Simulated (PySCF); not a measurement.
Zn⁺: excitation energy

Zn⁺ [Ar] 3d10 4s1 (2S) → Zn⁺ [Ar] 3d9 4s2 (2D), as a difference of total energies. All numbers are calculated (PySCF 2.14, the non-relativistic Hamiltonian (point nucleus), in dyall-av2z (16s12p7d2f, 101 functions)). Correlated levels: valence: [Ar] frozen; virtual orbitals above 40 to 60 times the deepest correlated orbital energy dropped. The calculations carry no spin-orbit coupling.

| method | excitation energy (eV) |
| --- | --- |
| UHF | 7.496 |
| LDA | 9.026 |
| PBE | 8.737 |
| PBE0 | 8.544 |
| r2SCAN | 8.618 |
| r2SCAN0 | 8.435 |
| PBEsol | 8.915 |
| CAM-B3LYP | 8.412 |
| B2PLYP | 8.515 |
| MP2 (valence) | 9.098 |
| SCS-MP2 (valence) | 8.706 |

**Question.** How much does correlation contribute at MP2 (valence)?

**Answer.** 9.098 − (7.496) = 1.602 eV, measured against UHF.

These non-relativistic numbers lack the scalar-relativistic shift.

Errors of the correlated levels include the incompleteness of this basis and the frozen core.

For comparison: 7.910 eV (measured; NIST levels, between the centres of gravity of the two terms).
